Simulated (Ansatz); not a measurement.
Cost and result for the atomization energy of CH7BO2Si (12 atoms, 11 bonds).

Cartesian coordinates in Å:
```
B -0.0842 -0.8690 -0.5144
C -1.1176 -0.0162 0.2132
O -1.5086 -0.2141 1.4419
O -1.6711 1.0644 -0.3014
Si 1.6392 0.0802 0.0169
H -0.1695 -0.7116 -1.7131
H 0.0228 -1.9877 -0.0884
H -2.0952 0.5029 1.7276
H -1.3540 1.1525 -1.2107
H 2.7870 -0.5817 -0.6621
H 1.8989 0.0613 1.4856
H 1.6525 1.5191 -0.3952
```

The species carries charge 0 and has multiplicity 1. The bonds changed during the relaxation, so this is another structure than the one it started from. Geometry: relaxed with PBE0-D4/def2-TZVP. It is one conformer, not always the lowest. Program: Ansatz. All runs use 4 threads of an Arm Neoverse V1 on a shared host. Times are those of one run each, without the atoms' runs, and a repeat can differ threefold. Electronic energies, without spin–orbit coupling; frozen cores. CCSD(T)/CBS adds CCSD(T) − MP2 in def2-TZVPP to the MP2 limit, and its time is that of the two runs behind it. T1 = 0.015. B3LYP takes the VWN-RPA correlation (the form of Gaussian; ORCA's B3LYP/G).

CCSD(T)/CBS is a level of theory with its own doubt, some kJ/mol a heavy atom from the limit and from the frozen cores, so smaller differences don't rank the functionals.

```tsv
level	functions	wall time	atomization (kcal/mol)	difference from CCSD(T)/CBS	per bond
PBE-D4/def2-TZVPP (with forces)	264	2.5 s	1033.5	25.7	2.3
PBE0-D4/def2-TZVPP	264	2.9 s	1011.3	3.5	0.3
B3LYP-D4/def2-TZVPP (with forces)	264	4.3 s	1011.1	3.3	0.3
r2SCAN-D4/def2-TZVPP (with forces)	264	4.4 s	1019.3	11.5	1.0
B2PLYP/def2-TZVPP	264	5.5 s	998.3	-9.5	-0.9
ωB97X-V/def2-TZVPP	264	8 s	1013.5	5.7	0.5
ωB97M-V/def2-TZVPP (with forces)	264	11 s	1014.9	7.1	0.6
MP2/def2-QZVPP	508	23 s	1012.4	4.6	0.4
CCSD(T)/def2-TZVPP	264	2.8 min	982.2	-25.6	-2.3
CCSD(T)/CBS(def2)	–	3.1 min	1007.8	0.0	0.0
```

In def2-TZVPP, CCSD(T) changes the Hartree–Fock value by +259.8 kcal/mol (the triples alone add +16.2 kcal/mol) and MP2 by +275.0 kcal/mol; breaking electron pairs costs correlation energy, which Hartree–Fock lacks. From PBE to PBE0 (25 % exact exchange), in def2-TZVPP and without D4, the atomization energy moves by −21.4 kcal/mol: exact exchange takes away binding that semilocal exchange gives to molecules. The D4 term adds +8.8 kcal/mol with B3LYP and +4.6 kcal/mol with PBE0; it sums over pairs of atoms, weighted by their polarisabilities, and B3LYP, whose exchange is more repulsive, gets the larger term.
